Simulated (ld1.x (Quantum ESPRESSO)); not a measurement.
# Building the ultrasoft potential for F (Z = 9) (PBE, scalar-relativistic).

The input file (ld1.x (Quantum ESPRESSO) 7.5):

```
&input
   title='F', zed=9., rel=1, dft='PBE', iswitch=3,
   config='[He] 2s2 2p5',
   nld=2, rlderiv=2.20, eminld=-4.0, emaxld=5.0, deld=0.02
 /
 &inputp
   pseudotype=3, tm=.true., lloc=-2, rcloc=0.60,
   nlcc=.false.,
   which_augfun='PSQ', rmatch_augfun=0.40,
   file_pseudopw='F.UPF', file_wfcaegen='ae.wfc', file_wfcncgen='nc.wfc', file_beta='beta', file_chi='chi', file_wfcusgen='us.wfc'
 /
4
2S  1  0   2.00   0.00  0.50  0.55  0.0
2S  1  0   0.00  -1.60  0.50  0.55  0.0
2P  2  1   5.00   0.00  1.55  2.00  0.0
2P  2  1   0.00  -0.20  1.55  2.00  0.0
 &test
   configts(1)='2s2 2p5'
 /
```

Command:

```bash
ld1.x < F.in > F.out
```

The program printed (shortened: banner, matrices, multipoles, cross overlaps and the repeated all-electron block are left out):

```
Program LD1 v.7.5
     --------------------------- All-electron run ----------------------------

     F
     scalar relativistic calculation

     atomic number is  9.00
     dft =PBE   lsd =0 sic =0 latt =0  beta=0.20 tr2=1.0E-14
     Exchange-correlation= PBE
                           (   1   4   3   4   0   0   0)
     mesh =1105 r(mesh) =  99.76081 a.u. xmin = -7.00 dx = 0.01250
     1 Ry =  13.60569312 eV, c = 137.03599908

     n l     nl                  e(Ry)          e(Ha)          e(eV)
     1 0     1S 1( 2.00)       -48.7570       -24.3785      -663.3734
     2 0     2S 1( 2.00)        -2.1976        -1.0988       -29.8996
     2 1     2P 1( 5.00)        -0.8167        -0.4083       -11.1117

     final scf error:  6.3E-15 reached in  26 iterations

     Etot =    -199.489330 Ry,     -99.744665 Ha,   -2714.190600 eV

     Ekin =     199.322998 Ry,      99.661499 Ha,    2711.927538 eV
     Encl =    -477.724055 Ry,    -238.862027 Ha,   -6499.766885 eV
     Eh   =      99.339620 Ry,      49.669810 Ha,    1351.584389 eV
     Exc  =     -20.427893 Ry,     -10.213946 Ha,    -277.935642 eV

     normalization and overlap integrals

     s(1S/1S) =  1.000000  <r> =   0.1763  <r2> =    0.0420  r(max) =   0.1139
     s(2S/2S) =  1.000000  <r> =   1.0034  <r2> =    1.2282  r(max) =   0.7617
     s(2P/2P) =  1.000000  <r> =   1.1050  <r2> =    1.6384  r(max) =   0.7066

     ------------------------ End of All-electron run ------------------------

     --------------------- Generating US pseudopotential ---------------------

      Generating local potential from pseudized AE potential:
      Matching radius rcloc =   0.6000
      Enforcing V''(0)=0 (lloc=-2)

      Local pseudo, rcloc= 0.593 Estimated cut-off energy=    83.52 Ry
      Wfc-us  2S rcutus= 0.550  Estimated cut-off energy=   135.09 Ry
      Wfc-us  2S rcutus= 0.550  Estimated cut-off energy=   135.81 Ry
      Wfc-us  2P rcutus= 2.019  Estimated cut-off energy=    20.03 Ry
      Wfc-us  2P rcutus= 2.019  Estimated cut-off energy=    35.17 Ry

     Q pseudized with Bessel functions
     Expected ecutrho=    1418.7151 due to l1=  1   l2=  1

     ------------------- End of pseudopotential generation -------------------

     Computing logarithmic derivative in   2.19031
     Computing logarithmic derivative in   2.19031
     Computing the partial wave expansion
     R is outside the sphere for l=    0 j= 0.00
     R is outside the sphere for l=    0 j= 0.00
     R is outside the sphere for l=    1 j= 0.00
     R is outside the sphere for l=    1 j= 0.00

     ---------------------- Testing the pseudopotential ----------------------

     F
     scalar relativistic calculation

     atomic number is  9.00   valence charge is  7.00
     dft =PBE   lsd =0 sic =0 latt =0  beta=0.20 tr2=1.0E-14
     mesh =1105 r(mesh) =  99.76081 xmin = -7.00 dx = 0.01250

     n l     nl             e AE (Ry)        e PS (Ry)    De AE-PS (Ry)
     1 0     2S   1( 2.00)       -2.19758       -2.19763        0.00005
     2 1     2P   1( 5.00)       -0.81670       -0.81670        0.00000

     eps = 4.2E-16  iter =  4

     Etot =    -199.489330 Ry,     -99.744665 Ha,   -2714.190600 eV
     Etotps =   -48.259420 Ry,     -24.129710 Ha,    -656.602864 eV

     Ekin =      10.754494 Ry,       5.377247 Ha,     146.322352 eV
     Encl =    -116.242863 Ry,     -58.121431 Ha,   -1581.564718 eV
     Ehrt =      42.445905 Ry,      21.222952 Ha,     577.505954 eV
     Ecxc =      -8.980874 Ry,      -4.490437 Ha,    -122.191015 eV
     Epseu=      23.763917 Ry,      11.881959 Ha,     323.324564 eV

     ---------------------- End of pseudopotential test ----------------------
```

Generation and configuration tests took about 1 s on one core of a shared server CPU.

Transferability test of the new file with ld1.x, input:

```
&input
   title='F', zed=9., rel=1, dft='PBE', iswitch=2,
   config='[He] 2s2 2p5'
 /
 &test
   file_pseudo='F.UPF', nconf=8,
   configts(1)='2s2 2p5',
   configts(2)='2s2 2p4',
   configts(3)='2s2 2p3',
   configts(4)='2s2 2p2',
   configts(5)='2s1 2p5',
   configts(6)='2s2 2p5.3',
   configts(7)='2s1 2p6',
   configts(8)='2s2 2p4.5'
 /
```

```bash
ld1.x < F.test.in > F.test.out
```

Pseudopotential blocks of its output, shortened (energy terms left out; the distinct warnings before each block abridged to one line each):

```
     ---------------------- Testing the pseudopotential ----------------------

     n l     nl             e AE (Ry)        e PS (Ry)    De AE-PS (Ry)
     1 0     2S   1( 2.00)       -2.19758       -2.19763        0.00005
     2 1     2P   1( 5.00)       -0.81670       -0.81670        0.00000

     eps = 4.2E-16  iter =  4

     Etot =    -199.489330 Ry,     -99.744665 Ha,   -2714.190600 eV
     Etotps =   -48.259420 Ry,     -24.129710 Ha,    -656.602864 eV

     ---------------------- End of pseudopotential test ----------------------

          Warning: n=2, l=1 expected 0 nodes, found 1
     ---------------------- Testing the pseudopotential ----------------------

     n l     nl             e AE (Ry)        e PS (Ry)    De AE-PS (Ry)
     1 0     2S   1( 2.00)       -3.48292       -3.49375        0.01083  !
     2 1     2P   1( 4.00)       -2.08065       -2.08717        0.00652  !

     eps = 6.7E-15  iter = 11

     Etot =    -198.064175 Ry,     -99.032088 Ha,   -2694.800384 eV
     Etotps =   -46.831697 Ry,     -23.415848 Ha,    -637.177692 eV
     dEtot_ae =       1.425155 Ry
     dEtot_ps =       1.427724 Ry,   Delta E=      -0.002569 Ry

     ---------------------- End of pseudopotential test ----------------------

          ---------------------- Testing the pseudopotential ----------------------

     n l     nl             e AE (Ry)        e PS (Ry)    De AE-PS (Ry)
     1 0     2S   1( 2.00)       -4.99731       -5.03062        0.03331  !
     2 1     2P   1( 3.00)       -3.60167       -3.61869        0.01702  !

     eps = 8.0E-15  iter =  9

     Etot =    -195.242940 Ry,     -97.621470 Ha,   -2656.415526 eV
     Etotps =   -43.998194 Ry,     -21.999097 Ha,    -598.625930 eV
     dEtot_ae =       4.246390 Ry
     dEtot_ps =       4.261226 Ry,   Delta E=      -0.014836 Ry

     ---------------------- End of pseudopotential test ----------------------

          ---------------------- Testing the pseudopotential ----------------------

     n l     nl             e AE (Ry)        e PS (Ry)    De AE-PS (Ry)
     1 0     2S   1( 2.00)       -6.70364       -6.75870        0.05506  !
     2 1     2P   1( 2.00)       -5.34782       -5.35655        0.00873  !

     eps = 3.4E-17  iter =  9

     Etot =    -190.786158 Ry,     -95.393079 Ha,   -2595.777923 eV
     Etotps =   -39.525449 Ry,     -19.762724 Ha,    -537.771130 eV
     dEtot_ae =       8.703171 Ry
     dEtot_ps =       8.733971 Ry,   Delta E=      -0.030800 Ry

     ---------------------- End of pseudopotential test ----------------------

          ---------------------- Testing the pseudopotential ----------------------

     n l     nl             e AE (Ry)        e PS (Ry)    De AE-PS (Ry)
     1 0     2S   1( 1.00)       -3.49542       -3.49141       -0.00401
     2 1     2P   1( 5.00)       -2.08974       -2.10060        0.01087  !

     eps = 9.8E-15  iter = 12

     Etot =    -196.660171 Ry,     -98.330085 Ha,   -2675.697932 eV
     Etotps =   -45.433111 Ry,     -22.716555 Ha,    -618.148961 eV
     dEtot_ae =       2.829159 Ry
     dEtot_ps =       2.826310 Ry,   Delta E=       0.002849 Ry

     ---------------------- End of pseudopotential test ----------------------

          ---------------------- Testing the pseudopotential ----------------------

     n l     nl             e AE (Ry)        e PS (Ry)    De AE-PS (Ry)
     1 0     2S   1( 2.00)       -1.86725       -1.86650       -0.00075
     2 1     2P   1( 5.30)       -0.49676       -0.49658       -0.00018

     eps = 5.0E-16  iter = 10

     Etot =    -199.685554 Ry,     -99.842777 Ha,   -2716.860368 eV
     Etotps =   -48.455622 Ry,     -24.227811 Ha,    -659.272318 eV
     dEtot_ae =      -0.196224 Ry
     dEtot_ps =      -0.196201 Ry,   Delta E=      -0.000023 Ry

     ---------------------- End of pseudopotential test ----------------------

          ---------------------- Testing the pseudopotential ----------------------

     n l     nl             e AE (Ry)        e PS (Ry)    De AE-PS (Ry)
     1 0     2S   1( 1.00)       -2.23280       -2.21905       -0.01375  !
     2 1     2P   1( 6.00)       -0.84819       -0.84928        0.00109

     eps = 8.2E-15  iter =  9

     Etot =    -198.106554 Ry,     -99.053277 Ha,   -2695.376983 eV
     Etotps =   -46.884402 Ry,     -23.442201 Ha,    -637.894788 eV
     dEtot_ae =       1.382775 Ry
     dEtot_ps =       1.375018 Ry,   Delta E=       0.007757 Ry

     ---------------------- End of pseudopotential test ----------------------

          ---------------------- Testing the pseudopotential ----------------------

     n l     nl             e AE (Ry)        e PS (Ry)    De AE-PS (Ry)
     1 0     2S   1( 2.00)       -2.80814       -2.81185        0.00372
     2 1     2P   1( 4.50)       -1.41356       -1.41563        0.00207

     eps = 2.4E-15  iter =  9

     Etot =    -198.934914 Ry,     -99.467457 Ha,   -2706.647396 eV
     Etotps =   -47.704548 Ry,     -23.852274 Ha,    -649.053445 eV
     dEtot_ae =       0.554415 Ry
     dEtot_ps =       0.554872 Ry,   Delta E=      -0.000457 Ry

     ---------------------- End of pseudopotential test ----------------------
```
